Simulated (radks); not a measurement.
Q: Coherent X-ray form factor from a spherical all-electron density. Calculated with a radial shooting solver on a logarithmic mesh with Libxc functionals: scalar-relativistic Kohn-Sham, LB94 model potential, spin-polarised, spherical densities, finite nucleus; Fermi nuclear charge, rms radius of each element as measured or else 0.836 A^(1/3) + 0.57 fm.

sin(theta)/lambda (1/angstrom),f0 (electrons)
0.05,47.609
0.1,46.483
0.15,44.753
0.2,42.593
0.25,40.191
0.3,37.705
0.4,32.927
0.5,28.778
0.6,25.387
0.8,20.618
1,17.629
1.25,14.894
1.5,12.474
2,8.548

The species is in the configuration that NIST lists as its ground one. Which atom or ion scatters so?

A: The xenon ion Xe6+, [Kr] 4d10 5s2. Extrapolating in s^2 from the first two rows gives f0(0) = 48.0, near the electron count 48; among species with that count, the fall with angle is slower the higher Z, and the table is that of Z = 54; from so few rows the species is fixed only to a neighbour or two.
